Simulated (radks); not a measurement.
Results of a calculation; reference values are marked as such.
All-electron atom: Cu III in [Ar] 3d9. Code: a radial shooting solver on a logarithmic mesh with Libxc functionals. Model: scalar-relativistic Kohn-Sham, r2SCAN, spin-polarised, spherical densities, finite nucleus; open shells are filled with parallel spins first; meta-GGA in the generalised Kohn-Sham scheme; Fermi nuclear charge, rms radius 3.8823 fm.

Normalised radial functions P(r) = r R(r), r in bohr:

r         3d down  4s down
0.006545   0.0001   0.0604
0.008523   0.0002   0.0736
0.01119    0.0003   0.0881
0.01457    0.0007   0.1021
0.01897    0.0015   0.1136
0.0247     0.0032   0.1193
0.03242    0.0067   0.1140
0.04221    0.0135   0.0922
0.05497    0.0264   0.0489
0.07157    0.0505  -0.0168
0.09395    0.0945  -0.0998
0.1223     0.1658  -0.1734
0.1593     0.2751  -0.2055
0.2074     0.4271  -0.1600
0.2723     0.6187  -0.0190
0.3545     0.8108   0.1704
0.4616     0.9614   0.3169
0.6011     1.0206   0.3155
0.7827     0.9630   0.1242
1.027      0.8056  -0.2054
1.338      0.6045  -0.5230
1.742      0.4016  -0.7149
2.268      0.2289  -0.7099
2.977      0.1029  -0.5207
3.877      0.0354  -0.2791
5.048      0.0083  -0.1026
6.573      0.0012  -0.0237

3d down: eigenvalue -29.013 eV, 0 radial nodes, <r> = 0.924 bohr, 90 % of the charge inside 1.60 bohr. 4s down (empty): eigenvalue -21.310 eV, 3 radial nodes at r = 0.0674, 0.280, 0.874 bohr, <r> = 2.30 bohr, 90 % of the charge inside 3.40 bohr.
